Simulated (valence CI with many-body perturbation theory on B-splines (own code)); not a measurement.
E1 transitions of Yb39+

Level of theory: relativistic CI+MBPT: three valence electrons over a frozen Dirac-Fock core [Ar] 3d10, radial functions for each j: 11 s, 11 p, 10 d, 8 f, 5 g, 2 h, with the one-electron correlation potential Σ1, the two-electron term Σ2, the three-electron term Σ3, Breit, model QED; selected CI, second order for the rest, scaled by the run's own slope (own B-spline code, finite nucleus).

No measured spectrum was set against this ion. As an estimate, large intervals hold to a few tenths of a per cent, small ones and those within an open d or f shell to about a per cent.

Lines 1 to 50 of 545 in falling wavelength, among levels below 5705.1 × 10³ cm⁻¹, chosen from the strongest by gf and those to the six lowest levels. Wavelengths and rates use the calculated energies. Electric multipoles are in the length gauge, E1 and E2 with the static RPA response of the core. Weak lines are less certain than strong ones. Lines between different terms over intervals too small for the method are left out, as are lines whose strength nearly cancels. Where a level lies close to another of its J and parity, the split of strength between their lines is uncertain. The highest levels of a list are the least certain.

Levels are named by their leading jj configuration (3d3/2^4 stands for four electrons in 3d with j = 3/2), which in mixed levels can hold well under half, so a name can repeat and another be missing. Letters in brackets count levels of one name in rising energy.

| λ vac (nm) | Upper | Lower | A (s⁻¹) | S (a.u.) |
| --- | --- | --- | --- | --- |
| 89.84 | (4s 4p1/2^2) J=1/2 | (4s^2 4p3/2) J=3/2 | 1.52e+06 | 1.09e-03 |
| 16.53 | (4s 4p1/2 4p3/2) J=3/2 [a] | (4s^2 4p3/2) J=3/2 | 1.76e+09 | 1.57e-02 |
| 16.21 | (4p1/2 4p3/2 4f7/2) J=9/2 [b] | (4s 4d5/2^2) J=7/2 | 7.85e+09 | 1.65e-01 |
| 15.02 | (4s 4p1/2 4p3/2) J=5/2 | (4s^2 4p3/2) J=3/2 | 1.11e+10 | 1.11e-01 |
| 14.56 | (4s 4p1/2 4f7/2) J=9/2 | (4s^2 4f7/2) J=7/2 | 9.40e+09 | 1.43e-01 |
| 14.30 | (4s 4p1/2^2) J=1/2 | (4s^2 4p1/2) J=1/2 | 2.27e+10 | 6.57e-02 |
| 14.17 | (4p1/2^2 4p3/2) J=3/2 | (4s 4p1/2 4p3/2) J=3/2 [b] | 1.35e+10 | 7.60e-02 |
| 13.66 | (4p1/2 4p3/2 4f7/2) J=11/2 | (4p3/2^2 4d5/2) J=9/2 | 9.07e+09 | 1.37e-01 |
| 13.64 | (4p1/2^2 4f7/2) J=7/2 | (4s 4p1/2 4f7/2) J=7/2 [b] | 1.50e+10 | 1.50e-01 |
| 13.62 | (4p1/2 4p3/2 4f5/2) J=9/2 | (4s 4p3/2 4f5/2) J=7/2 [b] | 1.33e+10 | 1.65e-01 |
| 13.61 | (4p1/2^2 4f7/2) J=7/2 | (4p1/2 4p3/2 4d5/2) J=9/2 | 1.73e+10 | 1.72e-01 |
| 13.38 | (4p1/2 4d5/2^2) J=7/2 | (4s 4p3/2 4f7/2) J=9/2 [a] | 2.36e+10 | 2.23e-01 |
| 13.26 | (4s 4p1/2 4p3/2) J=3/2 [b] | (4s^2 4p3/2) J=3/2 | 1.45e+10 | 6.66e-02 |
| 13.26 | (4p1/2^2 4d5/2) J=5/2 | (4s 4p1/2 4d5/2) J=5/2 [b] | 2.11e+10 | 1.46e-01 |
| 13.19 | (4p1/2 4d5/2^2) J=9/2 | (4s 4p3/2 4f7/2) J=9/2 [a] | 1.90e+10 | 2.15e-01 |
| 13.06 | (4p1/2 4p3/2 4f7/2) J=7/2 [c] | (4s 4p3/2 4f7/2) J=9/2 [b] | 1.72e+10 | 1.51e-01 |
| 12.97 | (4p1/2 4p3/2 4f7/2) J=9/2 [a] | (4s 4p3/2 4f7/2) J=11/2 | 3.45e+10 | 3.72e-01 |
| 12.97 | (4p1/2^2 4f7/2) J=7/2 | (4s 4p1/2 4f7/2) J=5/2 | 2.53e+10 | 2.18e-01 |
| 12.91 | (4p1/2^2 4d5/2) J=5/2 | (4s 4p1/2 4d5/2) J=7/2 | 4.52e+10 | 2.88e-01 |
| 12.91 | (4p1/2 4p3/2 4f7/2) J=11/2 | (4s 4p3/2 4f7/2) J=11/2 | 2.15e+10 | 2.74e-01 |
| 12.89 | (4p1/2^2 4f5/2) J=5/2 | (4s 4p1/2 4f5/2) J=5/2 [b] | 2.17e+10 | 1.38e-01 |
| 12.89 | (4s 4p1/2 4p3/2) J=1/2 | (4s^2 4p3/2) J=3/2 | 2.13e+10 | 4.50e-02 |
| 12.80 | (4p1/2^2 4d3/2) J=3/2 | (4s 4p1/2 4d3/2) J=5/2 | 4.92e+10 | 2.04e-01 |
| 12.75 | (4p1/2 4d3/2 4d5/2) J=7/2 [b] | (4s 4d3/2 4d5/2) J=9/2 | 2.24e+10 | 1.84e-01 |
| 12.74 | (4p1/2 4p3/2 4f7/2) J=7/2 [b] | (4s 4d5/2^2) J=9/2 | 1.77e+10 | 1.45e-01 |
| 12.60 | (4p1/2^2 4p3/2) J=3/2 | (4s 4p1/2 4p3/2) J=5/2 | 5.46e+10 | 2.16e-01 |
| 12.58 | (4p1/2^2 4f7/2) J=7/2 | (4s 4p1/2 4f7/2) J=9/2 | 2.60e+10 | 2.04e-01 |
| 11.96 | (4p1/2 4p3/2 4d5/2) J=9/2 | (4s 4p3/2 4d5/2) J=9/2 | 1.62e+10 | 1.37e-01 |
| 11.70 | (4p1/2^2 4p3/2) J=3/2 | (4s 4p1/2 4p3/2) J=3/2 [a] | 1.47e+10 | 4.64e-02 |
| 10.24 | (4s 4p1/2 4d3/2) J=3/2 [a] | (4s 4p1/2 4p3/2) J=3/2 [b] | 1.22e+10 | 2.59e-02 |
| 9.763 | (4s 4p1/2 4d3/2) J=5/2 | (4s 4p1/2 4p3/2) J=3/2 [b] | 8.85e+07 | 2.44e-04 |
| 9.389 | (4s 4p1/2 4d3/2) J=3/2 [a] | (4s 4p1/2 4p3/2) J=5/2 | 5.47e+09 | 8.94e-03 |
| 9.218 | (4p1/2 4d3/2 4d5/2) J=9/2 | (4p1/2 4p3/2 4d5/2) J=9/2 | 3.08e+10 | 1.19e-01 |
| 8.990 | (4s 4p1/2 4d3/2) J=5/2 | (4s 4p1/2 4p3/2) J=5/2 | 1.32e+10 | 2.84e-02 |
| 8.900 | (4s 4p1/2 4d3/2) J=1/2 | (4s 4p1/2 4p3/2) J=3/2 [b] | 2.70e+09 | 1.88e-03 |
| 8.879 | (4s 4p1/2 4d3/2) J=3/2 [a] | (4s 4p1/2 4p3/2) J=3/2 [a] | 3.58e+09 | 4.95e-03 |
| 8.872 | (4s 4p1/2 4d3/2) J=3/2 [b] | (4s 4p1/2 4p3/2) J=3/2 [b] | 1.32e+10 | 1.82e-02 |
| 8.654 | (4s 4p1/2 4d5/2) J=5/2 [a] | (4s 4p1/2 4p3/2) J=3/2 [b] | 5.73e+08 | 1.10e-03 |
| 8.521 | (4s 4p1/2 4d3/2) J=5/2 | (4s 4p1/2 4p3/2) J=3/2 [a] | 1.78e+09 | 3.27e-03 |
| 8.385 | (4s 4p1/2 4p3/2) J=3/2 [a] | (4s^2 4p1/2) J=1/2 | 1.58e+09 | 1.83e-03 |
| 8.379 | (4p1/2 4p3/2^2) J=3/2 [a] | (4s 4p1/2 4p3/2) J=3/2 [b] | 2.82e+09 | 3.28e-03 |
| 8.354 | (4s 4p3/2^2) J=5/2 | (4s^2 4p3/2) J=3/2 | 9.22e+07 | 1.59e-04 |
| 8.238 | (4s 4p1/2 4d5/2) J=5/2 [b] | (4s 4p1/2 4p3/2) J=3/2 [b] | 1.00e+10 | 1.66e-02 |
| 8.228 | (4s 4p1/2 4d3/2) J=3/2 [b] | (4s 4p1/2 4p3/2) J=5/2 | 3.50e+08 | 3.85e-04 |
| 8.226 | (4p3/2 4d5/2^2) J=11/2 | (4s 4p3/2 4f7/2) J=11/2 | 3.08e+10 | 1.02e-01 |
| 8.098 | (4s 4d5/2 4f7/2) J=7/2 | (4s 4p3/2 4f7/2) J=5/2 [a] | 1.37e+11 | 2.87e-01 |
| 8.041 | (4s 4p1/2 4d5/2) J=5/2 [a] | (4s 4p1/2 4p3/2) J=5/2 | 8.82e+07 | 1.36e-04 |
| 7.998 | (4p1/2 4d5/2^2) J=7/2 | (4s 4p1/2 4f7/2) J=5/2 | 5.70e+10 | 1.15e-01 |
| 7.998 | (4p3/2 4d5/2^2) J=11/2 | (4s 4p3/2 4f7/2) J=9/2 [a] | 1.22e+11 | 3.69e-01 |
| 7.994 | (4s 4d5/2 4f7/2) J=13/2 | (4s 4p3/2 4f7/2) J=11/2 | 2.65e+11 | 9.34e-01 |
